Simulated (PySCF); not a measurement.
Name the molecule from its bond curve

A diatomic of charge +1 contains Ge. Its singlet curve at PBE in a double-zeta basis (scalar-relativistic core potentials, PySCF), in eV from the separated fragments:

R (Å), E (eV) and a bar:
```
    1.792     -3.282 ##############################
    1.876     -4.102 ##############
    1.959     -4.566 #####
    2.022     -4.744 #
    2.084     -4.812 
    2.147     -4.797 
    2.230     -4.681 ###
    2.334     -4.430 #######
    2.459     -4.038 ###############
    2.626     -3.450 ###########################
```

The fit gives ωe = 475 cm⁻¹ and the rotational constant Bₑ = 0.1607 cm⁻¹.

**Question.** Which atom is the partner?

**Answer.** The minimum lies at 2.102 Å, so the reduced mass is 16.8576 u Å² cm⁻¹/(Bₑ·Re²) = 23.74 u. With Ge at 73.92 u the partner weighs about 35.0 u: Cl. The molecule is GeCl⁺.
